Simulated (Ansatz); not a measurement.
Relaxation of CH₇AlFNSi (12 atoms, charge 0, multiplicity 1), to a largest force component of 0.02 eV/Å in at most 50 steps.

The calculation used Ansatz, RKS PBE0/6-31G*.

```xyz
12
Properties=species:S:1:pos:R:3
C -1.567 -0.535 1.132
Al 0.150 -0.048 0.325
N 1.717 -0.291 1.331
Si 0.352 0.794 -1.882
F -0.590 2.217 -2.003
H -2.108 -1.257 0.506
H -1.446 -0.862 2.158
H -2.212 0.437 1.131
H 1.826 -1.298 1.589
H -0.702 1.077 -0.292
H -0.303 -0.205 -2.784
H 1.704 1.040 -2.211
```

Problem. Where does it end, and by what steps?

Solution. The run converged. The force dipped under the threshold on the way, but the program's further checks kept it going. After 44 steps the energy has fallen by 6.654 eV; F5 moved furthest, 2.29 Å. Parted: Al2–Si4 (2.37 → 3.17 Å). Joined: N3–Si4 (3.66 → 1.72 Å).

| step | energy less start (eV) | largest force component (eV/Å) | accepted |
| --- | --- | --- | --- |
| 0 | 0.0000 | 4.431 | yes |
| 2 | -2.1648 | 1.896 | yes |
| 4 | -2.9842 | 0.724 | yes |
| 6 | -3.1879 | 0.329 | yes |
| 8 | -3.3229 | 0.296 | yes |
| 10 | -3.5964 | 0.551 | yes |
| 12 | -4.0690 | 0.942 | yes |
| 14 | -4.6222 | 1.050 | yes |
| 16 | -5.0675 | 1.094 | yes |
| 18 | -5.7856 | 1.146 | yes |
| 20 | -6.2800 | 0.900 | yes |
| 22 | -6.4501 | 0.655 | yes |
| 24 | -6.5111 | 0.254 | yes |
| 26 | -6.5282 | 0.229 | yes |
| 28 | -6.5753 | 0.248 | yes |
| 30 | -6.6218 | 0.230 | yes |
| 32 | -6.6407 | 0.548 | no |
| 34 | -6.6469 | 0.027 | yes |
| 36 | -6.6514 | 0.228 | yes |
| 38 | -6.6533 | 0.010 | yes |
| 40 | -6.6536 | 0.047 | yes |
| 42 | -6.6541 | 0.008 | yes |
| 44 | -6.6542 | 0.016 | yes |

```xyz
12
Properties=species:S:1:pos:R:3
C -1.872 -0.566 1.748
Al -1.187 -0.117 -0.029
N 0.572 0.234 -0.248
Si 1.392 0.689 -1.686
F 1.689 2.275 -1.762
H -2.474 -1.484 1.720
H -1.081 -0.709 2.494
H -2.534 0.227 2.121
H 1.154 0.197 0.585
H -2.078 -0.044 -1.345
H 0.519 0.338 -2.832
H 2.724 0.030 -1.766
```

Whether the end is a true minimum wasn't checked by a vibrational analysis.

Run time: 2.3 min on 2 threads of Arm Neoverse V2, on a shared host, peak memory 0.21 GiB.
